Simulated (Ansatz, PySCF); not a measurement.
C2H7ClO2Si, SMILES OCC[Si@H](O)Cl. Atoms are numbered in the order given.

```xyz
13

O     -2.2536     0.4045    -0.2384
C     -2.0638    -0.8851     0.2867
C     -0.6336    -1.1127     0.7614
Si     0.6198    -0.3655    -0.4059
O      2.0581    -1.1271    -0.0872
Cl     0.8321     1.6653     0.0265
H     -1.9917     1.0516     0.4269
H     -2.2964    -1.5790    -0.5366
H     -2.7843    -1.1082     1.0981
H     -0.4599    -0.6515     1.7499
H     -0.4126    -2.1867     0.8802
H      0.2692    -0.4616    -1.8470
H      2.8349    -0.8200    -0.5641
```
Charge 0, spin multiplicity 1.

Geometry: PBE0-D3(BJ)/def2-SVP. The structure was generated by enumeration; whether it is a known compound was not checked. The values are those of a single conformer.

Two levels are set side by side: PBE-D3(BJ)/def2-SVP (Ansatz, a program for electronic structure) and PBE0-D3(BJ)/def2-SVP (Ansatz). Each level has its own optimised geometry; the coordinates shown are those of the second. Frequencies come from the Hessian of PySCF at each geometry. Differences are taken from unrounded values.

```
quantity                            PBE0-D3(BJ)  PBE-D3(BJ)  PBE-D3(BJ) minus PBE0-D3(BJ)
----------------------------------  -----------  ----------  ----------------------------
mean bond length (Å)                      1.364       1.376                         0.012
bond O1–C2 (Å)                            1.405       1.421                         0.016
bond C2–C3 (Å)                            1.524       1.533                         0.009
bond C3–Si4 (Å)                           1.869       1.882                         0.013
bond Si4–O5 (Å)                           1.658       1.676                         0.017
bond Si4–Cl6 (Å)                          2.087       2.105                         0.018
bond O1–H7 (Å)                            0.964       0.977                         0.012
bond C2–H8 (Å)                            1.102       1.110                         0.009
bond C2–H9 (Å)                            1.108       1.118                         0.010
bond C3–H10 (Å)                           1.105       1.113                         0.008
bond C3–H11 (Å)                           1.103       1.111                         0.008
bond Si4–H12 (Å)                          1.486       1.498                         0.012
bond O5–H13 (Å)                           0.962       0.973                         0.011
highest harmonic wavenumber (cm⁻¹)         3931        3762                          -169
mean harmonic wavenumber (cm⁻¹)            1282        1236                           -46
zero-point energy (kcal/mol)              60.50       58.33                         -2.17
```

Exact exchange shortens and stiffens bonds; PBE has none. Differences between two approximate levels are no errors against the true value.
